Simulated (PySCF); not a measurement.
Basis and Hamiltonian dependence of the excitation energy of Co⁺

Co⁺ [Ar] 3d8 (3F) → Co⁺ [Ar] 3d7 4s1 (5F). Calculated with PySCF 2.14 from differences of total energies of unrestricted determinants, without spin-orbit coupling. Values in eV.

| basis | Hamiltonian | functions | UHF | LDA | PBE0 | MP2 (valence) | CCSD(T) (valence) | CCSD(T) (valence and next inner shell) |
| --- | --- | --- | --- | --- | --- | --- | --- | --- |
| aug-cc-pVDZ | non-relativistic | 59 | -1.127 | 0.915 | 0.485 | 0.743 | 0.357 | n/a |
| x2c-TZVPPall | spin-free X2C | 64 | -1.502 | 0.739 | 0.223 | 0.499 | 0.123 | 0.200 |
| def2-TZVPPD | non-relativistic | 67 | -1.142 | 1.122 | 0.599 | 0.864 | 0.491 | 0.575 |
| x2c-TZVPPall with one added diffuse shell each of s, p, d, f type | spin-free X2C | 80 | -1.503 | 0.739 | 0.223 | 0.514 | 0.129 | 0.213 |
| aug-cc-pVTZ-DK | spin-free X2C | 93 | -1.511 | 0.736 | 0.209 | 0.534 | 0.142 | n/a |
| aug-cc-pVTZ | non-relativistic | 93 | -1.152 | 1.113 | 0.582 | 0.897 | 0.508 | n/a |
| def2-QZVPPD | non-relativistic | 100 | -1.156 | 1.109 | 0.585 | 0.903 | 0.514 | n/a |
| dyall-av2z | non-relativistic | 101 | -1.152 | 1.121 | 0.598 | 0.771 | 0.407 | n/a |
| x2c-QZVPPall | spin-free X2C | 103 | -1.516 | 0.733 | 0.212 | 0.542 | 0.148 | n/a |
| aug-cc-pVTZ with one added diffuse shell each of s, p, d, f, g type | non-relativistic | 118 | -1.152 | 1.113 | 0.583 | 0.899 | n/a | n/a |
| aug-cc-pwCVTZ | non-relativistic | 127 | -1.159 | 1.108 | 0.582 | 0.935 | n/a | n/a |
| x2c-QZVPPall with one added diffuse shell each of s, p, d, f, g type | spin-free X2C | 128 | -1.516 | 0.732 | 0.212 | 0.549 | n/a | n/a |
| aug-cc-pVQZ | non-relativistic | 140 | -1.155 | 1.112 | 0.585 | 0.972 | n/a | n/a |
| aug-cc-pwCVTZ-DK with one added diffuse shell each of s, p, d, f, g type | spin-free X2C | 152 | -1.518 | 0.731 | 0.209 | 0.574 | n/a | n/a |

Frozen in the all-electron rows: valence: [Ar]; valence and next inner shell: [Ne].

Non-relativistic rows lack the scalar-relativistic shift.

Reference for a calculation without spin-orbit coupling: 0.429 eV (measured, between term centres; NIST).
